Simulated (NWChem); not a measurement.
System: C4H12Sn; SMILES [CH3][Sn]([CH3])([CH3])[CH3]

Input file for NWChem:

```
start job
memory heap 200 mb stack 900 mb global 1100 mb
geometry units angstroms noautoz
  C     -1.195422    -1.377660     1.191273
  Sn    -0.000136    -0.000658    -0.000123
  C      1.399911    -1.129379    -1.229047
  C     -1.309667     1.174778    -1.283848
  C      1.105693     1.331431     1.321726
  H     -1.762491    -2.061243     0.529928
  H     -1.911807    -0.814629     1.820635
  H     -0.540506    -1.980788     1.849771
  H      2.015192    -0.439166    -1.838399
  H      0.849489    -1.809710    -1.907607
  H      2.071026    -1.732327    -0.586931
  H     -1.878596     0.508972    -1.961534
  H     -2.025849     1.754661    -0.669761
  H     -0.712824     1.879351    -1.895134
  H      0.404323     1.910746     1.953153
  H      1.777138     0.745714     1.979244
  H      1.716816     2.038210     0.727347
end
basis spherical
  C library def2-svp
  Sn library def2-svp
  H library def2-svp
end
ecp
  Sn library def2-ecp
end
dft
  xc r2scan
  grid xcoarse
  iterations 150
  mulliken
end
task dft gradient
```

NWChem printed, in part:

```
             Northwest Computational Chemistry Package (NWChem) 7.3.0
             --------------------------------------------------------

 C1  symmetry detected

                             Geometry "geometry" -> ""
                             -------------------------

 Output coordinates in angstroms (scale by  1.889725989 to convert to a.u.)

  No.       Tag          Charge          X              Y              Z
 ---- ---------------- ---------- -------------- -------------- --------------
    1 C                    6.0000     0.45874930    -2.11635253    -0.23574663
    2 Sn                  50.0000     0.00009046    -0.00012534    -0.00020029
    3 C                    6.0000     1.62155033     1.19219146    -0.83305408
    4 C                    6.0000    -1.85349802     0.46249819    -1.04646045
    5 C                    6.0000    -0.22713562     0.46225143     2.11620697
    6 H                    1.0000     0.57730277    -2.36401887    -1.30851717
    7 H                    1.0000    -0.35953117    -2.73304236     0.18427556
    8 H                    1.0000     1.39934052    -2.36464502     0.29334407
    9 H                    1.0000     1.40038368     2.27104775    -0.71717068
   10 H                    1.0000     1.74609654     0.96752266    -1.91021261
   11 H                    1.0000     2.57034179     0.96475904    -0.30929475
   12 H                    1.0000    -1.75161461     0.23153952    -2.12465988
   13 H                    1.0000    -2.68634820    -0.13721335    -0.63053926
   14 H                    1.0000    -2.09743699     1.53679959    -0.93383036
   15 H                    1.0000    -1.04868170    -0.13897469     2.55188460
   16 H                    1.0000     0.70993755     0.23280051     2.65978663
   17 H                    1.0000    -0.46230889     1.53616072     2.24927332

 Effective nuclear repulsion energy (a.u.)     511.9856651243

                                 NWChem DFT Module
                                 -----------------

 Summary of "ao basis" -> "ao basis" (spherical)
 ------------------------------------------------------------------------------
       Tag                 Description            Shells   Functions and Types
 ---------------- ------------------------------  ------  ---------------------
 C                          def2-svp                 6       14   3s2p1d
 Sn                         def2-svp                10       26   4s4p2d
 H                          def2-svp                 3        5   2s1p

            General Information
            -------------------
          SCF calculation type: DFT
          Wavefunction type:  closed shell.
          No. of atoms     :    17
          No. of electrons :    58
           Alpha electrons :    29
            Beta electrons :    29
          Charge           :     0
          Spin multiplicity:     1
          Use of symmetry is: off; symmetry adaption is: off
          Maximum number of iterations: 150
          AO basis - number of functions:   142
                     number of shells:    70
          Convergence on energy requested:  1.00D-06
          Convergence on density requested:  1.00D-05
          Convergence on gradient requested:  5.00D-04

              XC Information
              --------------
                      r^2SCAN Method XC Functional
               r^2SCAN metaGGA Exchange Functional  1.000
                     r^2SCAN Correlation Potential  1.000

             Grid Information
             ----------------
          Grid used for XC integration:  xcoarse
          Radial quadrature: Mura-Knowles
          Angular quadrature: Lebedev.
          Tag              B.-S. Rad. Rad. Pts. Rad. Cut. Ang. Pts.
          ---              ---------- --------- --------- ---------
          C                   0.70       21          11.0       194
          Sn                  1.45       84           8.0       194
          H                   0.35       21          12.0       194
          Grid pruning is: on
          Number of quadrature shells:   420
          Spatial weights used:  Erf1

      Superposition of Atomic Density Guess
      -------------------------------------

 Sum of atomic energies:        -405.58633322

      Non-variational initial energy
      ------------------------------

 Total energy =    -372.416753
 1-e energy   =   -1148.683190
 2-e energy   =     491.894966
 HOMO         =      -0.329598
 LUMO         =       0.032014

[...]

                         DFT ENERGY GRADIENTS

    atom               coordinates                        gradient
                 x          y          z           x          y          z
   1 C       0.866910  -3.999326  -0.445497   -0.000480   0.002537   0.000202
   2 Sn      0.000171  -0.000237  -0.000378    0.000015   0.000008   0.000040
   3 C       3.064286   2.252915  -1.574244   -0.002097  -0.001562   0.000928
   4 C      -3.502603   0.873995  -1.977524    0.002302  -0.000723   0.001219
   5 C      -0.429224   0.873529   3.999051    0.000283  -0.000532  -0.002494
   6 H       1.090944  -4.467348  -2.472739    0.000232  -0.000469  -0.003351
   7 H      -0.679415  -5.164701   0.348230   -0.002599  -0.001681   0.001407
   8 H       2.644370  -4.468531   0.554340    0.002815  -0.000534   0.001650
   9 H       2.646341   4.291658  -1.355256   -0.000795   0.003197   0.000577
  10 H       3.299644   1.828353  -3.609778    0.000245  -0.000769  -0.003112
  11 H       4.857242   1.823130  -0.584482    0.002808  -0.000837   0.001686
  12 H      -3.310072   0.437546  -4.015025    0.000510  -0.000690  -0.003243
  13 H      -5.076462  -0.259296  -1.191546   -0.002358  -0.001810   0.001342
  14 H      -3.963581   2.904130  -1.764683   -0.000472   0.003347   0.000619
  15 H      -1.981721  -0.262624   4.822363   -0.002518  -0.001948   0.000989
  16 H       1.341587   0.439929   5.026268    0.002850  -0.000820   0.001400
  17 H      -0.873637   2.902923   4.250510   -0.000742   0.003287   0.000140
```

Level: r2SCAN/def2-SVP with def2 effective core potentials on Sn. All runs use the structure optimised with PBE-D3(BJ)/def2-SVP. Not confirmed as a minimum by frequencies. def2 effective core potentials on Sn; no spin-orbit coupling.
